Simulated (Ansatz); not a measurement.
`CN[Si](F)(F)F` + H–F → `F[Si](F)(F)F` + CH₃NH₂ at 700 K and 1 bar (ligand exchange at the Si–N bond).

Gas-phase electronic energies from Ansatz, PBE0-D4/def2-TZVP geometries. CCSD(T)/CBS adds triple-zeta CCSD(T) − MP2 to the extrapolated MP2 energy (def2 sets, frozen cores). This one scheme is used for every species. Each species was taken in one conformer, which may not be the lowest.

```tsv
species	CCSD(T)/CBS energy (Eh)	H − E (kJ/mol)	S (J/(mol·K))
`CN[Si](F)(F)F`	-683.86577	248.2	479.2
H–F	-100.39570	45.2	198.5
`F[Si](F)(F)F`	-688.53452	84.2	357.6
CH₃NH₂	-95.75281	207.6	296.6
```

H − E and S are ideal-gas, rigid-rotor, harmonic terms from PBE0-D4/def2-TZVP, for one conformer and one mirror image of each species. 1 Eh = 2625.50 kJ/mol, R = 8.31446 J/(mol·K).

Problem. By hand: ΔE, ΔH, ΔS and ΔG.

Solution. ΔE = (-688.53452) + (-95.75281) − (-683.86577) − (-100.39570) = -0.02586 Eh = -67.9 kJ/mol. Δ(H − E) = 84.2 + 207.6 − 248.2 − 45.2 = -1.6, so ΔH = -69.5 kJ/mol. ΔS = 357.6 + 296.6 − 479.2 − 198.5 = -23.5 J/(mol·K). ΔG = -69.5 − 700 × (-23.5)/1000 = -53.0 kJ/mol.

Problem. By hand: the equilibrium constant, and the temperature at which ΔG would vanish if ΔH and ΔS stayed fixed.

Solution. log₁₀ K = −ΔG/(RT ln 10) = 4.0. ΔG = 0 at ΔH/ΔS = 2957 K, far beyond where these terms or the molecules hold.

ΔH outweighs TΔS. A doubt of 5 kJ/mol in ΔE shifts log₁₀ K by 0.4 here. Other conformers and mirror images would add mixing entropy, several J/(mol·K) or more a flexible species. Modes under 60 cm⁻¹, often nearly free rotors, make the harmonic entropy too high. These are equilibria of isolated gas molecules and say nothing of rates. Largest T1 diagnostic: 0.011 (customary marks: 0.02 for closed shells, 0.045 for open ones).
